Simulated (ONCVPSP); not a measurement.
**hydrogen (H): variants of one ONCV potential**

Base potential:

ONCVPSP 4.0.1 input, shortened (lines: element, Z, core and valence counts, functional; n l f; lmax; l rc ep ncon nbas qcut; lloc lpopt rc5 dvloc0; l nproj debl; icmod fcfact rcfact), PBE, scalar-relativistic:

```
  H 1.00    0    1        4      upf
    1    0    1.00
    1
    0    1.35    0.00    4    7    6.00
    1    1.25    0.46    3    6    7.30
    4    5    1.15    0.00
    0    2    1.30
    1    2    2.20
    0    0.00    0.00
```

Cutoffs, loose and tight: the cutoffs (Ha) at which the residual kinetic energy of the hardest occupied pseudo-wave falls to 1 and 0.1 mHa per electron. They do not see the model core or the augmentation charge, which bear on the density cutoff. Test errors are all-electron minus pseudo excitation energies from the reference, over the configurations 1s0.5. A dash means not determined; rows that change the core or the reference have their own tests.

```csv
change,outcome,"cutoff, loose","cutoff, tight",bound ghosts,GHOST(+) flags above zero
base,generated,13 Ha,17 Ha,none,none
"s: rc 0.92; local potential polynomial inside 0.92 bohr (lpopt 5, dvloc0 0 Ha)",generated,19 Ha,105 Ha,none,none
"s: rc 1.12; local potential polynomial inside 1.12 bohr (lpopt 5, dvloc0 0 Ha)",generated,15 Ha,40 Ha,none,none
s: rc 1.38,generated,12 Ha,17 Ha,none,none
s: rc 1.5,generated,11 Ha,15 Ha,none,none
```

Task: What comes out with this change to the base: s: rc 1.98?

Result: outcome: generated; cutoff, loose: 8.9 Ha; cutoff, tight: 12 Ha; bound ghosts: none; GHOST(+) flags above zero: none.

Task: What comes out with this change to the base: s: rc 1.68?

Result: outcome: generated; cutoff, loose: 10 Ha; cutoff, tight: 14 Ha; bound ghosts: none; GHOST(+) flags above zero: none.

Reading the sweep of the s radius (base included, trends over the rows without a ghost): The loose cutoff falls from 19 Ha at 0.92 to 8.9 Ha at 1.98 bohr. A larger radius leaves more room for a smooth pseudo-wave, so fewer plane waves are needed; a smaller one forces it to follow the all-electron wave where it bends sharply.
